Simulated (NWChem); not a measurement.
Species: C3H3NOSi; SMILES C#C[SiH2]OC#N

```xyz
9

C      1.3793    -2.3906    -0.1075
C      0.4176    -1.6539     0.0030
Si    -1.0147    -0.5484     0.1816
O     -0.6216     0.9870    -0.4764
C      0.3009     1.7835    -0.0893
N      1.1260     2.5323     0.2388
H      2.2325    -3.0400    -0.2062
H     -1.3608    -0.3555     1.6117
H     -2.1612    -0.9839    -0.6450
```
Atoms are numbered in this order, from 1.

All runs: NWChem. Pople sets run with spherical d functions. Medium grid unless said otherwise, to which SCAN and Minnesota functionals are sensitive. All runs use the structure optimised with PBE0/def2-SVP. Hybrids' shares of exact exchange are those that their runs print; pure functionals count as 0. The functionals differ in more than this share.

```
row                  share of exact exchange  highest occupied level (eV)
-------------------  -----------------------  ---------------------------
PBE/6-31G*                              0.00                        -6.87
N12/6-31G*                              0.00                        -6.73
TPSSh/6-31G*                            0.10                     withheld
B3LYP/6-31G*                            0.20                        -8.04
B97-2/6-31G*                            0.21                        -8.10
M06-2X/6-31G*                           0.54                        -9.77
Hartree-Fock/6-31G*                     1.00                       -11.54
```

Fit a straight line of the last column on the one before it, predict the withheld value, and compare with the run.


1. Means of the 6 shown rows: x = 0.325, y = -8.508. Slope Σ(x − x̄)(y − ȳ)/Σ(x − x̄)² = -3.534/0.7420 = -4.763; intercept -6.960.
2. The shown rows scatter about the line by 0.176 (root mean square); the largest residual is -0.24, at M06-2X/6-31G*.
3. At x = 0.10 (TPSSh/6-31G*; inside the shown range) the line gives -7.44.
4. The run gives -7.55, -0.11 from the line, 0.6 times the scatter.
